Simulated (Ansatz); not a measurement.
FH2In (SMILES [F][InH2]) moved off its minimum; all values from Ansatz (an electronic-structure program), cores frozen in correlated methods. Elements past Kr take the def2 small-core potentials, without spin–orbit coupling.
(charge 0, multiplicity 1)
```xyz
4

In    -0.0900    -0.2310     0.0592
H      0.7104    -1.0390     1.3059
H     -1.5679    -0.4419    -0.8587
F      0.7097     1.4378    -0.4863
```

Question: Give the forces (eV/Å), the total energy and the dipole at CCSD(T)/def2-TZVPPD.

Answer: 
| atom | Fx | Fy | Fz |
|---|---|---|---|
| In1 | -1.030 | -0.526 | -0.245 |
| H2 | 0.313 | -0.297 | 0.396 |
| H3 | 0.173 | -0.087 | 0.114 |
| F4 | 0.544 | 0.910 | -0.266 |
Energy -290.2254 hartree, dipole 2.89 D.
